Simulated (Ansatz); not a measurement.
Reaction (ligand exchange at a Ge–O bond): `O[SiH2][GeH2][OH]` + H₂S → `O[SiH2][GeH2][SH]` + H₂O

Isolated molecules relaxed with PBE0-D4/def2-TZVP in Ansatz; ΔE leaves out vibrations. CCSD(T)/CBS is the MP2 limit (def2-TZVPP, def2-QZVPP) plus CCSD(T) − MP2 in def2-TZVPP, frozen cores. This one scheme is used for every species. Functionals use def2-TZVPP. B3LYP here is the variant with VWN-RPA as its local correlation; programs differ in this. For Ge outer-core shells are correlated without core-valence functions, which leaves a few kJ/mol of doubt a bond. Scalar relativity is left out up to krypton. Each species was taken in one conformer, which may not be the lowest.

Problem. Is it downhill or uphill in electronic energy at CCSD(T)/CBS, and by how much? (An estimate is asked.)

Solution. The calculation gave: Downhill: ΔE = -7.9 kcal/mol.

Problem. What do these levels give: PBE-D4, r2SCAN, PBE0, B3LYP, HF/def2-TZVPP, HF/def2-QZVPP? (Estimate.)

Solution. Ansatz gave: PBE-D4 -8.4, r2SCAN -7.0, PBE0 -8.1, B3LYP -5.4, HF/def2-TZVPP -4.4, HF/def2-QZVPP -4.2 kcal/mol.

Largest T1 diagnostic among the species: 0.012.

In def2-TZVPP, CCSD(T) changes the Hartree–Fock value by −2.3 kcal/mol (the triples alone add −0.4 kcal/mol) and MP2 by −3.3 kcal/mol. The D4 term adds −1.4 kcal/mol with B3LYP and −0.8 kcal/mol with PBE0; it sums over pairs of atoms, weighted by their polarisabilities, and B3LYP, whose exchange is more repulsive, gets the larger term.
